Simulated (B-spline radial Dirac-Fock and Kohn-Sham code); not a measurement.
What relativity does to the binding energies of Re⁺

System: rhenium as Re⁺ in the configuration 1s2 2s2 2p6 3s2 3p6 3d10 4s2 4p6 4d10 4f14 5s2 5p6 5d5 6s1.

Both columns are ΔSCF binding energies of the configuration average from an atomic code on a B-spline grid: non-relativistic Hartree-Fock with a point nucleus, and Dirac-Fock with a finite nucleus and the Coulomb interaction alone, averaged over the two j levels with weights 2j+1.

```tsv
shell	Hartree-Fock (eV)	Dirac-Fock (eV)	shift (eV)	shift (%)
1s	66044.2	72055.8	+6011.60	+9.10
2s	11000.6	12598.7	+1598.02	+14.53
2p	10529.7	11062.4	+532.63	+5.06
3s	2571.6	2967.1	+395.50	+15.38
3p	2352.5	2501.0	+148.45	+6.31
3d	1948.4	1931.1	-17.26	-0.89
4s	554.4	651.7	+97.25	+17.54
4p	461.3	495.6	+34.24	+7.42
4d	291.9	287.1	-4.85	-1.66
4f	68.36	57.83	-10.53	-15.41
5p	59.47	63.16	+3.69	+6.20
5d	18.05	16.62	-1.43	-7.92
6s	12.94	14.67	+1.73	+13.35
```

Relativity binds 1s, 2s, 2p, 3s, 3p, 4s, 4p, 5p, 6s more strongly, among those listed most of all 4s in relative terms, and 3d, 4d, 4f, 5d more weakly, because the contracted s and p shells screen the nucleus better.

Values without a named source are computed, but for edge energies of neutral atoms, which are taken from tables.
